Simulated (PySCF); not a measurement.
PySCF 2.14 output of an unrestricted PBE calculation on a single atom or ion in aug-cc-pVDZ-PP with ECP60MDF (5s5p4d2f, 54 functions), with scalar relativity through the core potential:

```
SCF conv_tol = 1e-09
number electrons alpha = 10  beta = 9
    J. P. Perdew, K. Burke, and M. Ernzerhof.,  Phys. Rev. Lett. 77, 3865 (1996)
    J. P. Perdew, K. Burke, and M. Ernzerhof.,  Phys. Rev. Lett. 78, 1396 (1997)
    J. P. Perdew, K. Burke, and M. Ernzerhof.,  Phys. Rev. Lett. 77, 3865 (1996)
    J. P. Perdew, K. Burke, and M. Ernzerhof.,  Phys. Rev. Lett. 78, 1396 (1997)
cycle= 1 E= -135.543044818985  delta_E= -0.0131  |g|= 0.0949  |ddm|= 0.364
cycle= 2 E= -135.53951430192  delta_E= 0.00353  |g|= 0.142  |ddm|= 0.265
cycle= 3 E= -135.546618591542  delta_E= -0.0071  |g|= 0.00366  |ddm|= 0.123
cycle= 4 E= -135.546662976396  delta_E= -4.44e-05  |g|= 0.00267  |ddm|= 0.0305
cycle= 5 E= -135.54668261872  delta_E= -1.96e-05  |g|= 0.00136  |ddm|= 0.0227
cycle= 6 E= -135.546686504629  delta_E= -3.89e-06  |g|= 6.13e-05  |ddm|= 0.0147
cycle= 7 E= -135.546686507369  delta_E= -2.74e-09  |g|= 8.33e-06  |ddm|= 0.000426
cycle= 8 E= -135.546686507424  delta_E= -5.49e-11  |g|= 2.08e-06  |ddm|= 2.57e-05
converged SCF energy = -135.546686507424  <S^2> = 0.79017428  2S+1 = 2.0397787
```

The run itself started from symmetry-adapted Hartree-Fock orbitals and held the occupation by maximum overlap, on a logarithmic radial grid, so the iterations belong to that start.

Question: Which element, charge and spin multiplicity is this?

Answer: Au (gold, neutral), multiplicity 2; the state was [Xe] 4f14 5d10 6p1, 2P determinant (an excited configuration).

Energies and moments cover only the electrons outside the core potential. Spin-orbit coupling, absent here, splits the open shell strongly.
